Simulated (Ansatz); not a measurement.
Program: Ansatz. Geometries: PBE0-D4/def2-TZVP. ΔE: electronic, gas phase. CCSD(T)/CBS is the MP2 limit (def2-TZVPP, def2-QZVPP) plus CCSD(T) − MP2 in def2-TZVPP, frozen cores. This one scheme is used for every species. For Br outer-core shells are correlated without core-valence functions, which leaves a few kJ/mol of doubt a bond. Scalar relativity is left out up to krypton. Each species was taken in one conformer, which may not be the lowest.

Reaction (formal hydrolysis of the Si–O bond): `[SiH3]O[Si]Br` + H₂O → `O[Si]Br` + `O[SiH3]`

`[SiH3]O[Si]Br`:

Z-matrix (Å, degrees):
```
Si
O 1 1.663
H 1 1.482 2 109.6
H 1 1.482 2 109.5 3 121.3
H 1 1.481 2 106.8 3 -119.3
Si 2 1.626 1 144.1 3 -59.9
Br 6 2.293 2 101.7 1 -0.0
```

H₂O:

Cartesian coordinates in Å:
```
O -0.278 -0.149 0.227
H 0.544 0.260 0.504
H -0.266 -0.111 -0.731
```

`O[Si]Br`:

```xyz
4

O    -1.037    0.406    0.025
Si    0.010   -0.236    1.105
Br    1.817   -0.673   -0.229
H    -0.790    0.502   -0.901
```

`O[SiH3]`:

Z-matrix (Å, degrees):
```
Si
O 1 1.648
H 1 1.489 2 111.7
H 1 1.489 2 111.7 3 120.9
H 1 1.481 2 105.9 3 -119.6
H 2 0.957 1 117.9 3 -60.5
```

| species | MP2/def2-SVP energy (Eh) |
| --- | --- |
| `[SiH3]O[Si]Br` | -3227.02364 |
| H₂O | -76.16208 |
| `O[Si]Br` | -2936.88344 |
| `O[SiH3]` | -366.29672 |

Problem. Work out ΔE.

Solution. ΔE = (-2936.88344) + (-366.29672) − (-3227.02364) − (-76.16208) = 0.00556 Eh = +0.15 eV. CCSD(T)/CBS gives +0.18 eV.

Largest T1 diagnostic among the species: 0.012.

Leaving LDA and LC-ωPBE aside and taking each functional with its dispersion term where it has one, the values, not all of them listed here, spread over 0.09 eV, from B97M-V to BHLYP-D4. In def2-TZVPP, CCSD(T) changes the Hartree–Fock value by +0.04 eV (the triples alone add +0.01 eV) and MP2 by +0.05 eV. The D4 term adds +0.10 eV with B3LYP and +0.05 eV with PBE0; it sums over pairs of atoms, weighted by their polarisabilities, and B3LYP, whose exchange is more repulsive, gets the larger term.

B3LYP here is the variant with VWN-RPA as its local correlation; programs differ in this.
